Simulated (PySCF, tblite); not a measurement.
Rigid-rotor lines calculated for a species of formula C9H4FN (commonest isotopes; PBE0/pcSseg-1 in PySCF (dipole) on a GFN2-xTB geometry, gas phase), labelled J(Ka,Kc):

```
     transition     MHz
2(1,1) ← 1(1,0)  2619.7
1(0,1) ← 0(0,0)  1244.3
1(1,1) ← 0(0,0)  3474.8
2(1,2) ← 1(1,1)  2357.4
2(0,2) ← 1(0,1)  2482.9
```

**Question.** Find the rotational constants.

**Answer.** 1(0,1) ← 0(0,0) is B + C, 2(1,1) ← 1(1,0) is 3B + C and 2(1,2) ← 1(1,1) is B + 3C, so B − C is half the difference of the last two, 131.1 MHz. 1(1,1) ← 0(0,0) is A + C. A = 2918.3, B = 687.7, C = 556.6 MHz.

**Question.** What moments of inertia, asymmetry and inertial defect follow?

**Answer.** I = 505379 MHz·u·Å² over each constant: Ia = 173.18, Ib = 734.88, Ic = 908.05 u·Å²; κ = (2B − A − C)/(A − C) = -0.889 (asymmetric top); Δ = Ic − Ia − Ib = 0.00 u·Å².

**Question.** Which dipole components do these lines need?

**Answer.** μa and μb (a-type: ΔKa even, ΔKc odd; b-type: both odd). The calculation gives |μa| = 5.13 D, |μb| = 0.79 D, |μc| = 0.00 D.

**Question.** Where do these fall, and of which type are they? 2(2,0) ← 1(1,1); 3(2,1) ← 2(1,2); 3(3,0) ← 2(2,1); 3(2,2) ← 3(1,3); 1(1,0) ← 1(0,1); 3(1,2) ← 3(1,3); 3(2,2) ← 2(1,1); 3(3,1) ← 3(2,2); 3(2,1) ← 3(1,2); 2(2,0) ← 2(1,1); 3(1,2) ← 2(1,1).

**Answer.** 
```json
{"transition": "3(1,2) ← 3(1,3)", "MHz": "787", "type": "a", "branch": "Q"}
{"transition": "1(1,0) ← 1(0,1)", "MHz": "2362", "type": "b", "branch": "Q"}
{"transition": "3(1,2) ← 2(1,1)", "MHz": "3926", "type": "a", "branch": "R"}
{"transition": "3(2,1) ← 3(1,2)", "MHz": "6527", "type": "b", "branch": "Q"}
{"transition": "2(2,0) ← 2(1,1)", "MHz": "6697", "type": "b", "branch": "Q"}
{"transition": "3(2,2) ← 3(1,3)", "MHz": "7285", "type": "b", "branch": "Q"}
{"transition": "2(2,0) ← 1(1,1)", "MHz": "9448", "type": "b", "branch": "R"}
{"transition": "3(2,2) ← 2(1,1)", "MHz": "10424", "type": "b", "branch": "R"}
{"transition": "3(2,1) ← 2(1,2)", "MHz": "10846", "type": "b", "branch": "R"}
{"transition": "3(3,1) ← 3(2,2)", "MHz": "11484", "type": "b", "branch": "Q"}
{"transition": "3(3,0) ← 2(2,1)", "MHz": "15217", "type": "b", "branch": "R"}
```

**Question.** Which structure gave them?

**Answer.** `c1(C#N)ccc(C#C)cc1F`, point group Cs. Three constants can't fix a structure by themselves; this is the one that was computed:
```xyz
15
C9H4FN angstrom
C     -3.670   -0.193    0.113
C     -2.471   -0.132    0.120
C     -1.058   -0.064    0.127
C     -0.295   -1.231    0.032
C      1.081   -1.165    0.039
C      1.730    0.068    0.144
C      3.141    0.136    0.152
N      4.286    0.176    0.158
C      0.953    1.226    0.241
F      1.557    2.420    0.345
C     -0.424    1.174    0.234
H     -4.718   -0.245    0.107
H     -0.795   -2.184   -0.048
H      1.674   -2.064   -0.036
H     -0.996    2.086    0.309
```

Its GFN2-xTB frequencies are all real (lowest 69 cm⁻¹). Zero-point vibration and centrifugal distortion are left out. Quadrupole hyperfine structure (14N) is left out.
